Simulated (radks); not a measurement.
Problem. Coherent X-ray form factor from a spherical all-electron density. Calculated with a radial shooting solver on a logarithmic mesh with Libxc functionals: scalar-relativistic Kohn-Sham, LDA (Slater exchange, VWN5 correlation), spin-polarised, spherical densities, point nucleus.

sin(theta)/lambda (1/angstrom)  f0 (electrons)
0.05                                    69.367
0.1                                     67.579
0.15                                    64.915
0.2                                     61.717
0.25                                    58.286
0.3                                     54.844
0.4                                     48.415
0.5                                     42.867
0.6                                     38.157
0.8                                     30.631
1                                       25.020
1.25                                    20.208
1.5                                     17.199
2                                       13.611

The species is in the configuration that NIST lists as its ground one. Which atom or ion scatters so?

Solution. The tantalum ion Ta3+, [Xe] 4f14 5d2. Extrapolating in s^2 from the first two rows gives f0(0) = 70.0, near the electron count 70; among species with that count, the fall with angle is slower the higher Z, and the table is that of Z = 73; from so few rows the species is fixed only to a neighbour or two.
